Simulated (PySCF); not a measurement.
Identify the compound

An unknown has the formula C7H13BO2. Its calculated NMR data are:

¹H NMR (300 MHz, computed): δ 5.02 (m, 1H), 4.94 (m, 1H), 3.76 (m, 1H), 3.57 (br s, 1H), 1.87 (s, 3H), 1.86 (s, 2H), 0.56 (m, 2H), 0.46 (m, 2H).

¹³C{¹H} NMR (computed): δ 149.2 (C), 114.9 (CH2), 47.4 (CH), 27.0 (CH2), 26.4 (CH3), 8.9 (CH2).

Method: geometry from PBE0-D3(BJ)/def2-SVP, GIAO B97-2/pcSseg-1 shieldings, in PySCF (no relativistic terms, rapidly exchanging positions averaged, no solvent, one computed conformer).

Chemical shifts δ = σref − σ; ¹H (σref 31.38), ¹³C (σref 183.69) against TMS, all at this level.

**Question.** Choose the structure that fits.
A. C=C(C)CB(O)OC1CC1
B. C[C@@H]1CC2(CC2)[C@H]1B(O)O
C. C[C@@H]1CC2(CC2)[C@@H]1B(O)O

**Answer.** A. 

- 6 carbon signals for 7 carbons: some carbons are equivalent by symmetry or fast rotation.
- Carbon types of the structure: 1 × C, 1 × CH, 4 × CH2, 1 × CH3, leaving 1 H on heteroatoms.
- δC 149.2: fully substituted alkene carbon; as expected for a trigonal carbon in a double bond.
- δC 114.9: terminal =CH2 carbon; as expected for a trigonal carbon in a double bond.
- δC 47.4, 8.9: three-membered-ring carbon.
- δC 26.4: allylic methyl carbon; aliphatic region, no heteroatom directly attached.
- δH 5.02, 4.94: hydrogen on a terminal =CH2 carbon; olefinic region.

The others: C[C@@H]1CC2(CC2)[C@@H]1B(O)O would give 7 carbon signals, not 6; C[C@@H]1CC2(CC2)[C@H]1B(O)O would give 7 carbon signals, not 6.

OH and NH positions are those of a molecule without intermolecular hydrogen bonds; in solution they move with solvent, concentration and temperature, and exchange usually removes their couplings. A carbon bonded to boron is broadened by the quadrupolar boron nucleus and is often missing from a measured spectrum. Shifts are as computed. Against solution values, carbons near 30 ppm lie about +1 ppm off and those near 130 ppm about +2 ppm. Of 1211 compounds with measured shifts, 218 miss one by over three times the rms of a fit or turn the order of signals round; such compounds aren't used in these exercises. Multiplicities follow the n + 1 count of equivalent neighbours, as no J values were calculated; m marks all less simple cases, F and P coupling included.
